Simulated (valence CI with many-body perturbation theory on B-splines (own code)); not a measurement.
**Ga X in brief**

Level of theory: valence CI with perturbative core correlation (CI+MBPT): four valence electrons over a frozen Dirac-Fock core [Ar], radial functions for each j: 7 s, 7 p, 8 d, 6 f, 4 g, 1 h, with the one-electron correlation potential Σ1, the two-electron term Σ2, the three-electron term Σ3, Breit, model QED; selected CI, second order for the rest, scaled by the run's own slope (own B-spline code, finite nucleus).

No measured spectrum was set against this ion. As an estimate, terms of the open shell hold to 2 to 4 % of their energy, and close levels can change places. Only levels of the ground parity were solved; by the run's estimate the other parity begins above the list, which can be wrong where configurations are misplaced.

Rates and lifetimes use the calculated energies. Strong lines usually hold to 10 to 20 %, long lifetimes can be off by a factor of two.

Question: What is the ground level?

Answer: 3d4 5D_0, composition 98 % 3d4 5D + 2 % 3d4 3P.

Question: How well does LS coupling describe the low levels?

Answer: Among the lowest 20 levels the leading LS term, summed over configurations, holds 93 % on average. For single configurations the figures are 93 % in LS and 55 % in jj coupling. Terms mix most in the J = 3 level at 44734 cm⁻¹, where the leading one holds 75 %.

Question: What is the ionisation energy?

Answer: 243.54 eV; NIST lists 244 ± 2.5 eV (theoretical).

Question: How is the term 5D of the ground level split?

Answer: J = 0 at 0.0, J = 1 at 665, J = 2 at 1835, J = 3 at 3354, J = 4 at 5118 cm⁻¹.
